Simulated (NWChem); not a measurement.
System: CH5FOSi2; SMILES O=C[SiH2][SiH2]F

NWChem input:

```
start job
memory heap 200 mb stack 900 mb global 1100 mb
geometry units angstroms noautosym nocenter noautoz
  O      0.998071    -2.332500     0.504626
  C      0.523837    -1.800911    -0.466175
  Si    -0.970873    -0.576506    -0.297311
  Si    -0.164892     1.458230     0.552986
  F      0.897545     2.068694    -0.525103
  H      0.957517    -1.989449    -1.487799
  H     -1.626851    -0.366095    -1.624752
  H     -1.943158    -1.160827     0.674414
  H      0.546588     1.244560     1.845171
  H     -1.264435     2.450252     0.733746
end
basis spherical
  O library def2-svp
  C library def2-svp
  Si library def2-svp
  F library def2-svp
  H library def2-svp
end
dft
  xc b3lyp
  iterations 150
  mulliken
end
task dft energy
esp
  recalculate
  probe 0.07
  range 0.3
  factor 1.0
  spacing 0.02
end
task esp
```

The geometry was optimised at PBE0/def2-SVP. B3LYP is NWChem's, with the RPA form of VWN correlation.

Atomic charges in e: unrestrained fits to the electrostatic potential beside Mulliken populations; buried atoms are poorly determined by the fit.

Atoms are numbered as in the input.

Predict the main results of this run. (B3LYP/def2-SVP.) Quantities: ESP O1; Mulliken O1; ESP C2; Mulliken C2; ESP Si3; Mulliken Si3; ESP Si4; Mulliken Si4; ESP F5; Mulliken F5; relative RMS misfit of the potential (%).


```json
{
 "ESP O1": "-0.43",
 "Mulliken O1": "-0.19",
 "ESP C2": "0.47",
 "Mulliken C2": "0.01",
 "ESP Si3": "0.06",
 "Mulliken Si3": "0.23",
 "ESP Si4": "0.64",
 "Mulliken Si4": "0.59",
 "ESP F5": "-0.32",
 "Mulliken F5": "-0.35",
 "relative RMS misfit of the potential (%)": "26"
}
```
